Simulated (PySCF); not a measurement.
## Ni¹⁸⁺: ionisation energy

Ni¹⁸⁺ [Ne] (1S) → Ni¹⁹⁺ [He] 2s2 2p5 (2P), as a difference of total energies. Computed with PySCF 2.14 in an even-tempered Gaussian basis (18 s from 3.8 bohr⁻², ratio 2.2; 11 p from 4.9 bohr⁻², ratio 2.2; 6 d from 26 bohr⁻², ratio 2.4; 5 f from 38 bohr⁻², ratio 2.4; 5 g from 58 bohr⁻², ratio 2.4), with no relativity, point nucleus. Correlated levels: nothing frozen; virtual orbitals above 40 to 60 times the deepest correlated orbital energy dropped. The calculations carry no spin-orbit coupling.

| method | ionisation energy (eV) |
| --- | --- |
| UHF | 1539.3 |
| LDA | 1539.6 |
| PBE | 1539.2 |
| PBE0 | 1539.7 |
| r2SCAN | 1540.8 |
| M06-L | 1540.8 |
| M06-2X | 1540.1 |
| MP2 (all electrons) | 1541.0 |
| SCS-MP2 (all electrons) | 1540.8 |

A first-order spin-orbit estimate (lowest level to lowest level, LS coupling) adds -5.632 eV.

These non-relativistic numbers lack the scalar-relativistic shift.

For comparison: 1540.1 ± 0.5 eV (measured; NIST Atomic Spectra Database, ionization energies).
